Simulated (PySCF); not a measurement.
# One molecule, several mistakes: ClH3OSi2

These are calculations, not measurements. The program is PySCF 2.14.0, an open-source quantum chemistry code, run on an isolated molecule that a program drew, which may never have been made. The molecule is ClH3OSi2 (charge 0, singlet), drawn as the SMILES string `[SiH]O[SiH2]Cl`.

Each row is a Hartree-Fock (HF) and frozen-core CCSD(T) single point in the cc-pV(D+d)Z basis, meant for a local HF minimum. Run 1 is clean. Each other run has one planted mistake out of seven kinds, and not every kind appears here: one electron removed, one electron added, multiplicity raised by two, geometry at a saddle point, minimal basis STO-3G, one bond length entered in bohr, all coordinates scaled. The reference is restricted for singlets and unrestricted otherwise, and also for a bond in bohr. Adding or removing an electron swaps singlet and doublet. Electrons count all cores. HOMO and LUMO are orbital energies over both spins, the gradient is its largest component, and the lowest frequency (negative if imaginary) is given only where the gradient is small. Bond lengths are over the 6 bonds as drawn. T1 is the CCSD diagnostic: over 0.02 (restricted) or 0.045 (unrestricted) a single reference is doubtful.

Geometry of the clean run:
```xyz
7
ClH3OSi2, angstrom
Si    0.4121    0.6276   -2.2665
O    -0.2499   -0.3693   -1.1101
Si   -0.8889   -0.4978    0.3902
Cl   -2.8413    0.1779    0.3595
H     0.4785    1.9071   -1.4300
H    -0.1503    0.3423    1.3418
H    -0.9092   -1.9078    0.7886
```

```
run,electrons,basis functions,<S^2>,HOMO (eV),LUMO (eV),gradient (hartree/bohr),lowest frequency (cm^-1),mean bond (Å),longest bond (Å),T1,HF (hartree),CCSD(T) (hartree),mistake
1,56,98,0.000,-9.26,0.88,1.5e-06,30,1.6384,2.066,0.0136,-1114.08026,-1114.63686,no fault
2,55,98,0.773,-15.94,-7.39,8.7e-02,-,1.6384,2.066,0.0227,-1113.77555,-1114.30679,one electron removed
3,56,98,0.861,-7.52,0.64,6.6e-03,-,1.8653,2.892,0.0417,-1113.99556,-1114.53976,one bond length entered in bohr
4,56,98,2.006,-7.93,-0.01,3.2e-02,-,1.6384,2.066,0.0171,-1114.03529,-1114.56743,?
```

**Which mistake was planted in run 4, and what did it cost?**

Electrons, basis and geometry are unchanged, and <S^2> is 2.006, beside S(S+1) = 2.00 for a multiplicity of 3. So the mistake is: multiplicity raised by two. Subtracting run 1 and multiplying by 627.51 kcal/mol a hartree, the energy moved by 28.2 kcal/mol in HF and 43.6 kcal/mol in CCSD(T).

